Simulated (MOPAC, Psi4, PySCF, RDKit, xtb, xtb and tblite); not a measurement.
Two geometries of SMILES O[SiH2]B(O)O, relaxed at GFN2-xTB with one dihedral held; other torsions can differ between them too.

Structure A

```
10

O     -2.1790    -0.3617    -0.2288
Si    -0.9076     0.6303     0.0353
B      0.5284     0.3443    -1.2875
O      0.5187    -0.8294    -1.9633
O      1.5509     1.1946    -1.6002
H     -2.0345    -1.2679    -0.4861
H     -0.4641     0.4571     1.4359
H     -1.5761     1.9380    -0.0049
H      1.2313    -0.9311    -2.5989
H      1.5892     2.0324    -1.1448
```

Structure B

```
10

O     -1.8684     0.1655     0.8503
Si    -0.6573     0.5290    -0.2133
B     -0.8633     2.4630    -0.5183
O     -0.0394     3.0944    -1.3836
O     -1.8123     3.2326     0.0885
H     -2.3757    -0.6370     0.7718
H     -0.8477    -0.3333    -1.3959
H      0.5967     0.0352     0.3795
H     -0.2141     4.0341    -1.4792
H     -2.3813     2.7782     0.7083
```

Problem. Which is lower in energy at the level DF-MP2 (frozen core)/cc-pVTZ // GFN2-xTB (Psi4), and by how much?

Solution. B is lower, by 6.99 kJ/mol (dihedral H6–O1–Si2–B3: 40° in A, 140° in B).

E(B) − E(A) in kJ/mol at the other levels, on the same two geometries: GFN2-xTB (xtb and tblite) -5.35; PBE0/def2-TZVP // GFN2-xTB (Psi4) -6.95; PBE0-D3(BJ)/def2-TZVP // GFN2-xTB (Psi4) -6.95; PBE/def2-TZVP // GFN2-xTB (Psi4) -7.03; PBE-D3(BJ)/def2-TZVP // GFN2-xTB (Psi4) -7.07; wB97X-D/def2-TZVP // GFN2-xTB (Psi4) -6.99; HF/cc-pVTZ // GFN2-xTB (Psi4) -6.83; UFF // GFN2-xTB (RDKit) -10.89; PM7, restricted, heats of formation // GFN2-xTB (MOPAC) -2.58; AM1, restricted, heats of formation // GFN2-xTB (MOPAC) -7.70; GFN1-xTB // GFN2-xTB (xtb) -2.98; restricted B3LYP/6-31G*, spherical d // GFN2-xTB (PySCF) -7.68; restricted B3LYP/3-21G // GFN2-xTB (PySCF) -8.08; restricted BP86/6-31G*, spherical d // GFN2-xTB (PySCF) -7.02; restricted Hartree-Fock/STO-3G // GFN2-xTB (PySCF) -5.69.
